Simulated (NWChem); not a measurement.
# CHF$_{2}$, doublet; SMILES F[CH]F

Computed with NWChem. Spin-unrestricted. In the optimisation the excess spin sits in a' (Cs, its own frame). All runs use the structure optimised with PBE-D3(BJ)/def2-SVP, spin-unrestricted. No stability test was run on the SCF state. Vertical excitations in the gas phase; the lowest state need not have the same character in each row. Excited states of an open shell can be spin-contaminated.

```csv
level,lowest excitation (eV),oscillator strength of that lowest state,lowest state with f > 0.02 (eV),oscillator strength of that bright state,"lowest empty minus highest occupied level, either spin (eV)"
"PBE/def2-SVPD, TDA",5.62,0.017,7.81,0.038,2.28
"B3LYP/def2-SVPD, TDA",6.20,0.020,6.20,0.020,4.49
"LRC-wPBEh/def2-SVPD, TDA",[?],0.021,[?],0.021,[?]
"PBE0/def2-SVPD, TDA",6.48,0.022,6.48,0.022,5.36
```

**Question.** Some entries are withheld; supply them.

**Answer.** 
- LRC-wPBEh/def2-SVPD, TDA, lowest excitation (eV): 6.53
- LRC-wPBEh/def2-SVPD, TDA, lowest state with f > 0.02 (eV): 6.53
- LRC-wPBEh/def2-SVPD, TDA, lowest empty minus highest occupied level, either spin (eV): 9.07
